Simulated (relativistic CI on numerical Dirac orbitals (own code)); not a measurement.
## How well does a small relativistic CI reproduce B2+?

Computed by Dirac-Coulomb-Breit CI, orbitals from a KLI potential per configuration, model QED, valence Slater integrals scaled by 0.85, configuration energies shifted to the measured levels that pair with them (semi-empirical) (own radial code, finite nucleus).

Configuration list (outside the closed core 1s2): 2s, 2p, 3s, 3p, 3d, 4s, 4d, 5s, 5p, 6d, 4p, 4f. Levels of other configurations are missing.

```
Configuration  Term (tabulated)    J  Measured (cm⁻¹)  Computed  Error  Purity (%)
           2s                2S  1/2              0.0         0      0         100
           2p               2P°  1/2          48358.5     48360      2         100
           2p               2P°  3/2          48392.6     48391     -2         100
           3s                2S  1/2         180201.8    180202      0         100
           3p               2P°  1/2         192949.2    192950      1         100
           3p               2P°  3/2         192959.4    192958     -1         100
           3d                2D  5/2         196071.2    196071      0         100
           4s                2S  1/2         237695.5    237696      0         100
           4d                2D  5/2         244138.9    244139      0         100
           5s                2S  1/2         263156.2    263156      0         100
           5p               2P°  3/2         265719.7    265720      0         100
           6d                2D  5/2         278473.7    278474      0         100
```

Measured levels from Moore, Atomic Energy Levels, vol. I, NSRDS-NBS 35 (1971 reprint of NBS Circular 467, 1949); pairs were made by configuration, J and term (by order where the table uses no LS term), so strongly mixed levels may be paired wrongly. The analysis dates from before 1960.

Mean error by configuration (cm⁻¹): 2p 0; 3s 0; 3p 0; 3d 0; 4s 0; 4d 0; 5s 0; 5p 0; 6d 0. Over the excited levels the mean absolute error is 1 cm⁻¹ (11 of the 11 excited levels that our extract of the source holds in range could be paired), and the median relative error of those above 1,000 cm⁻¹ is 1.5e-13 %, both after the shifts were fitted to these levels, so that a configuration with one level shows no error.

Configurations whose levels could be paired with our table of measured levels were shifted onto them, all but the ground configuration, by the median error of their levels; single terms can still be off by 1,000 to 2,000 cm⁻¹ or more, and rates follow the energies as ν³ (E1, M1) or ν⁵ (E2). The others borrow a shift and can be off by several thousand cm⁻¹ or more. The fine structure of a lone outer electron comes out too small, for d and f at times inverted, and misplaced configurations move strength between like terms. 11 of the 11 excited levels that our extract of the measured tables holds in this range could be paired (the sources list more); they are missed by 1 cm⁻¹ on average and 2 at most, after the shifts were fitted to these levels, and levels without a partner can miss by more.

Shifts applied (cm⁻¹): 2s 0; 2p -1303; 3s -388; 3p -587; 3d 1033; 4s -545; 4d -157; 5s -868; 5p -958; 6d -1174.
